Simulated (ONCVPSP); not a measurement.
# arsenic (As): one change to an ONCV potential, before and after

ONCVPSP 4.0.1 input, shortened (lines: element, Z, core and valence counts, functional; n l f; lmax; l rc ep ncon nbas qcut; lloc lpopt rc5 dvloc0; l nproj debl; icmod fcfact rcfact), LDA (Perdew-Wang 92), scalar-relativistic:

```
  As 33.00    3    5  -001012      upf
    1    0    2.00
    2    0    2.00
    2    1    6.00
    3    0    2.00
    3    1    6.00
    3    2   10.00
    4    0    2.00
    4    1    3.00
    2
    0    0.95    0.00    4    8   11.00
    1    1.25    0.00    3    6   10.10
    2    0.95    0.00    5    9   13.50
    4    5    0.75    6.00
    0    3    0.30
    1    2    3.50
    2    1    0.50
    3    2.50    1.20
```

In the s channel the program set the typed energies aside and used -6.964, -0.540, 0.250 Ha.

All-electron outer shells of the reference configuration (LDA (PZ), scalar-relativistic, ld1.x):

```json
{"shell": "2s", "level (eV)": "-1484.34", "outermost node (bohr)": "0.06", "outermost maximum (bohr)": "0.17"}
{"shell": "2p", "level (eV)": "-1302.98", "outermost node (bohr)": "–", "outermost maximum (bohr)": "0.14"}
{"shell": "3s", "level (eV)": "-189.50", "outermost node (bohr)": "0.25", "outermost maximum (bohr)": "0.52"}
{"shell": "3p", "level (eV)": "-133.41", "outermost node (bohr)": "0.22", "outermost maximum (bohr)": "0.52"}
{"shell": "3d", "level (eV)": "-40.89", "outermost node (bohr)": "–", "outermost maximum (bohr)": "0.47"}
{"shell": "4s", "level (eV)": "-14.70", "outermost node (bohr)": "0.73", "outermost maximum (bohr)": "1.61"}
{"shell": "4p", "level (eV)": "-5.35", "outermost node (bohr)": "0.78", "outermost maximum (bohr)": "1.97"}
```

Change: all radii but the core radius scaled by about 1.31 (s 1.24, p 1.64, d 1.24 bohr); local potential polynomial inside 0.98 bohr (lpopt 5, dvloc0 6 Ha).

Cutoffs: the cutoffs (Ha) at which the residual kinetic energy of the hardest occupied pseudo-wave falls to 1 and 0.1 mHa per electron; they do not see the model core or the augmentation charge, which bear on the density cutoff. Errors are all-electron minus pseudo energies relative to the spin-unpolarised reference configuration.

Problem. What does the change do?

Solution. The potential gets softer (264 Ha and 330 Ha → 77 Ha and 85 Ha); of the 4 tests that both files solve, the error grows in 4 and shrinks in 0 by more than 15 % and 0.3 meV (median size 2.6 → 4.4 meV); neither file shows a bound ghost. A larger radius leaves more room for a smooth pseudo-wave, so fewer plane waves are needed. More of the atom is replaced by a form fitted at one configuration, so other configurations suffer.

| quantity | base | changed |
| --- | --- | --- |
| cutoff, loose | 264 Ha | 77 Ha |
| cutoff, tight | 330 Ha | 85 Ha |
| loose cutoff by channel | s 51 Ha, p 42 Ha, d 264 Ha | s 24 Ha, p 33 Ha, d 77 Ha |
| bound ghosts | none | none |
| GHOST(+) flags under 300 eV | none | none |
| error for 3s2 3p6 3d10 4s2 4p2, meV [ΔE 9.32 eV] | -1.1 | -1.5 |
| error for 3s2 3p6 3d10 4s2 4p1, meV [ΔE 27.48 eV] | -3.4 | -4.7 |
| error for 3s2 3p6 3d10 4s2 4p0, meV [ΔE 55.51 eV] | -6.7 | -10 |
| error for 3s2 3p6 3d10 4s1 4p3, meV [ΔE 19.48 eV] | -1.8 | -4.2 |
| rms error of d²Exc/dni dnj with the model core, mHa | 1.53 | 2.33 |
